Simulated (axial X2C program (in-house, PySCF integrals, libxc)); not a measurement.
## Working with the constants of RbMg

A bond curve at the PBE0 level, with spin–orbit coupling, was computed with an axial X2C code built on PySCF integrals (basis Rb dyall-cv3z [12s13p8d4f1g], Mg dyall-cv3z [9s8p6d3f] (cores contracted in-house)) for the state Ω = 1/2 (⟨Sz⟩ = 0.50, ⟨Lz⟩ = 0.00 at PBE0). Its fit gives Re = 4.0954 Å, ωe = 67.6 cm⁻¹, ωexe = 0.836 cm⁻¹ and αe = 7.551e-04 cm⁻¹; the masses are 84.9118 and 23.9850 u. Two-component means X2C with spin–orbit coupling and atomic mean-field Coulomb and Gaunt terms.

Find the reduced mass, Be and the force constant.

From the PBE0 values: μ = 18.7022 u. Be = 16.8576/(μ Re²) = 0.05374 cm⁻¹. k = 5.8918×10⁻⁷ μ ωe² = 0.0504 mdyn/Å.

Estimate De from a Morse curve and compare with the computed well depth of 0.146 eV to Rb + Mg.

De(Morse) = ωe²/(4ωexe) = 0.169 eV against 0.146 eV computed, a ratio of 1.16. The extrapolation overshoots: the well softens faster than a Morse curve, or the lowest atomic limit lies below the one to which the curve heads.

Estimate the centrifugal constant by the Kratzer relation.

D = 4Be³/ωe² = 1.36e-07 cm⁻¹.

Where do the fundamental and the first overtone lie?

ν(1←0) = ωe − 2ωexe = 65.9 cm⁻¹; ν(2←0) = 2ωe − 6ωexe = 130.2 cm⁻¹.

A Morse curve ties αe to the other constants (Pekeris). How well does that hold?

αe(Morse) = 6Be²/ωe × (√(ωexe/Be) − 1) = 7.547e-04 cm⁻¹; the PBE0 curve gives 7.551e-04 cm⁻¹, a ratio of 1.00.

Occupations by symmetry block were frozen at the best pattern of an incomplete PBE0 search. De is counted from the lowest determinant-based energies of the atoms at the same level, without counterpoise correction. Density functionals use the spin component along the axis (collinear). The levels of this run spread widely (ωe from 45 to 78 cm⁻¹), so these constants depend on the method. The bond is weak, and without diffuse functions and with truncated virtuals even CCSD(T) can be tens of per cent off in De.
